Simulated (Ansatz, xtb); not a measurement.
## Relative energy of two isomers of C6H8ClF

We compare I, `FCC1=C(Cl)CCC1`, a singlet, with II, `F[C@@H]1CCC=C[C@@H]1Cl`, a singlet. Both are isolated molecules in the gas phase, relaxed with B3LYP-D3(BJ)/def2-SVP; each stands in its lowest conformer found.

I (Å):

```xyz
16

C     0.0197    1.8241    0.7920
C    -0.2728    0.5618    0.0582
C     0.5507   -0.4784   -0.1424
C    -0.0362   -1.5576   -1.0131
C    -1.5341   -1.1754   -1.0292
C    -1.5811    0.3283   -0.6647
Cl    2.1857   -0.6093    0.4373
F    -1.0367    2.1514    1.6309
H     0.9387    1.7259    1.3912
H     0.1501    2.6629    0.0819
H     0.4235   -1.5222   -2.0181
H     0.1557   -2.5658   -0.6131
H    -2.0595   -1.7510   -0.2515
H    -2.0219   -1.3993   -1.9887
H    -1.6338    0.9733   -1.5629
H    -2.4459    0.5925   -0.0370
```

II (Å):

```xyz
16

C    -0.1516    1.1282    0.1903
C    -0.0711    0.7598   -1.2799
C     0.2280   -0.7374   -1.4250
C    -0.5671   -1.5778   -0.4628
C    -1.2466   -1.0798    0.5795
C    -1.2843    0.3844    0.8929
Cl   -2.9115    1.0709    0.3911
F    -0.2938    2.4909    0.3483
H     0.7850    0.8315    0.7010
H    -1.0380    1.0069   -1.7453
H     0.7022    1.3710   -1.7685
H     1.3053   -0.9307   -1.2574
H     0.0328   -1.0703   -2.4582
H    -0.5735   -2.6596   -0.6320
H    -1.8243   -1.7385    1.2332
H    -1.2427    0.5698    1.9744
```

Quicker runs give these differences E(II) − E(I): GFN2-xTB +3.3 kcal/mol; HF/STO-3G −1.3 kcal/mol (at GFN2-xTB geometries); r2SCAN-D4/def2-SVP −4.7 kcal/mol (at GFN2-xTB geometries).

Question: Estimate E(II) − E(I) at the level CCSD(T)/def2-SVP + ΔMP2/def2-TZVPP.

Answer: Calculated at CCSD(T)/def2-SVP + ΔMP2/def2-TZVPP: E(II) − E(I) = −4.0 kcal/mol, so structure II lies lower.

The same difference at several levels:

```csv
level,geometry,E(II) − E(I) (kcal/mol),departure from the last row (kcal/mol),"job, with rough time for the two"
GFN2-xTB,GFN2-xTB,+3.3,+7.4,"optimisation, 0.21 s"
HF/STO-3G,GFN2-xTB,−1.3,+2.7,"single point, 0.68 s"
r2SCAN-D4/def2-SVP,GFN2-xTB,−4.7,−0.6,"single point, 3.8 s"
B3LYP-D3(BJ)/def2-SVP,B3LYP-D3(BJ)/def2-SVP,−5.0,−1.0,"optimisation, 47 s"
HF/def2-SVP,B3LYP-D3(BJ)/def2-SVP,−4.7,−0.7,part of the CCSD(T) run
MP2/def2-SVP,B3LYP-D3(BJ)/def2-SVP,−3.2,+0.9,part of the CCSD(T) run
CCSD(T)/def2-SVP,B3LYP-D3(BJ)/def2-SVP,−4.2,−0.2,single point
CCSD(T)/def2-SVP + ΔMP2/def2-TZVPP,B3LYP-D3(BJ)/def2-SVP,−4.0,,"single point, 91 s"
```

As drawn, both hold the same kinds of bond in the same numbers. Structure I has a 5-membered ring, II a 6-membered ring.

GFN2-xTB puts the two in the other order. The largest departure from CCSD(T)/def2-SVP + ΔMP2/def2-TZVPP is that of GFN2-xTB, 7.4 kcal/mol. The last row adds to CCSD(T) the change of the MP2 difference between the two basis sets, here +0.2 kcal/mol.

With thermal terms from frequencies at re-optimised GFN2-xTB minima (ideal gas, soft modes damped towards free rotors, one conformer each, 298.15 K, 1 atm): on the last row, ΔE + ΔZPE = −3.8, ΔH = −4.2, ΔG = −2.9 kcal/mol.

The correlated steps freeze 12 core orbitals. Mirror images aren't counted in ΔG. Codes used: Ansatz 0.2.0, xtb 6.7.1; the last row on 4 threads of Intel(R) Xeon(R) Platinum 8259CL CPU @ 2.50GHz (Skylake/Cascade Lake) on a shared host.
